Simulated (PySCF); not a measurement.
Al(OH)2 (AlH2O2), SMILES [OH][Al][OH], multiplicity 2. Atoms are numbered in the order given.

```xyz
5

Al     0.0000     0.0000     0.5124
O      0.0000    -1.5347    -0.2629
H      0.0000    -1.6365    -1.2269
O      0.0000     1.5347    -0.2629
H      0.0000     1.6365    -1.2269
```
Charge 0, spin multiplicity 2.

Geometry optimised at PBE-D3(BJ)/def2-TZVP. The multiplicity is an assumed one; other spin states were not compared. The isomer is the one that the SMILES or the coordinates give; other isomers of the formula were not compared. One conformer was computed; it need not be the lowest.

Method: PySCF with PBE/def2-TZVPD.

Mulliken values depend strongly on the basis, most of all with diffuse functions as here. ESP charges are fitted to the potential on shells at 1.4 to 2.0 van der Waals radii. Atomic charges (e):

```csv
atom,Mulliken,ESP fit,meta-Löwdin,Mulliken spin
Al1,0.24,0.58,0.86,0.87
O2,-0.39,-0.68,-0.76,0.06
H3,0.27,0.39,0.33,0.00
O4,-0.39,-0.68,-0.76,0.06
H5,0.27,0.39,0.33,0.00
```
